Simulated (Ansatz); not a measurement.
Ru₅⁺. Charge 1, multiplicity 4. Geometry PBE-D4/def2-SVP; atoms count from 1.

```csv
atom,x (Å),y (Å),z (Å)
Ru1,-0.232,-1.427,0.530
Ru2,0.837,-0.251,-1.423
Ru3,1.434,0.455,0.728
Ru4,-1.318,0.263,-0.995
Ru5,-0.722,0.961,1.160
```

In the def2 sets Ru takes a core potential; there is no spin–orbit coupling. The charge 1 quartet is spin-contaminated (final ⟨S²⟩ up to 4.93, 3.75 for a pure state). At PBE0-D4/def2-TZVP a sextet of charge 1 lies 0.35 eV below the quartet, each at its own geometry. The structure comes from a short search, and lower isomers may exist.

Question: Estimate the Mulliken populations from the PBE0/def2-TZVP orbitals of Ansatz.

Answer: 
```tsv
atom	charge (e)	spin (α − β)	d electrons
Ru1	0.11	-1.65	6.99
Ru2	0.21	1.10	6.99
Ru3	0.24	1.43	6.98
Ru4	0.22	0.63	7.01
Ru5	0.22	1.50	6.97
```
Mulliken values depend strongly on the basis.

Question: Where does the spin sit?

Answer: Summed by element: Ru 3.00, of 3 unpaired in all. Largest on single atoms: Ru1 -1.65, Ru5 1.50, Ru3 1.43.

Question: And the Mayer bond orders between heavy atoms (over 0.3)?

Answer: Ru1–Ru2 0.92 (2.52 Å); Ru1–Ru3 0.85 (2.52 Å); Ru1–Ru4 0.90 (2.52 Å); Ru1–Ru5 0.90 (2.52 Å); Ru2–Ru3 1.41 (2.34 Å); Ru2–Ru4 1.77 (2.26 Å); Ru3–Ru5 1.74 (2.26 Å); Ru4–Ru5 1.46 (2.34 Å).
